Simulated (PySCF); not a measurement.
A calculated (PBE, PySCF 2.14, cc-pVDZ-DK, scalar relativity by spin-free X2C-1e) atom or ion has these occupied shells.

```
shell  electrons  orbital energy (eV)  rms radius, mean of both spins (bohr)
 1s α          1             -12491.0                                 0.0508
 1s β          1             -12491.0                                 0.0508
 2s α          1              -1606.5                                  0.212
 2s β          1              -1606.5                                  0.212
 2p α          3              -1413.5                                  0.189
 2p β          3              -1413.4                                  0.189
 3s α          1              -213.24                                  0.615
 3s β          1              -213.11                                  0.615
 3p α          3              -152.81                                  0.638
 3p β          3              -152.66                                  0.638
 3d α          5              -52.965                                  0.705
 3d β          5              -52.758                                  0.705
 4s α          1              -17.727                                   1.93
 4s β          1              -16.029                                   1.93
 4p α          3               -6.910                                   2.44
 4p β          1               -5.391                                   2.44
```

(1) Name the element and its charge.

Answers

(1) Se (selenium, neutral), in [Ar] 3d10 4s2 4p4, high-spin 3P determinant.
